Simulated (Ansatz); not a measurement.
`CC[BH][SnH3]` and `CCBN[SiH3]` differ in one atom or group.

Ansatz, PBE0-D4/def2-TZVP geometries, multiplicity 1. Each molecule was computed in one conformer, which needn't be the lowest.

Elements past krypton have def2 core potentials.

| property | `CC[BH][SnH3]` |
| --- | --- |
| size of the dipole moment (PBE/def2-TZVPP) / D | 1.80 |
| HOMO–LUMO gap (B3LYP/def2-TZVPP) / eV | 5.26 |
| size of the dipole moment (ωB97M-V/def2-TZVPP) / D | 1.76 |
| LUMO energy (ωB97M-V/def2-TZVPP) / eV | 0.06 |
| LUMO energy (PBE/def2-TZVPP) / eV | -2.83 |
| HOMO–LUMO gap (ωB97M-V/def2-TZVPP) / eV | 9.66 |

(1) Give the same properties after the change, and the shifts. (Best estimate.)

Answers

(1) The calculation gave: 
| property | `CCBN[SiH3]` | shift |
| --- | --- | --- |
| size of the dipole moment (PBE/def2-TZVPP) / D | 1.20 | -0.60 |
| HOMO–LUMO gap (B3LYP/def2-TZVPP) / eV | 8.05 | 2.79 |
| size of the dipole moment (ωB97M-V/def2-TZVPP) / D | 1.19 | -0.57 |
| LUMO energy (ωB97M-V/def2-TZVPP) / eV | 1.90 | 1.84 |
| LUMO energy (PBE/def2-TZVPP) / eV | -0.73 | 2.10 |
| HOMO–LUMO gap (ωB97M-V/def2-TZVPP) / eV | 12.43 | 2.77 |

With PBE0 the HOMO falls by 0.74 eV and the LUMO rises by 2.11 eV, so the gap widens by about 2.85 eV. PBE moves the HOMO by -0.53 eV and ωB97M-V by -0.92 eV. Dipoles are sizes alone; their direction can turn.

B3LYP here is the variant with VWN-RPA as its local correlation; programs differ in this.
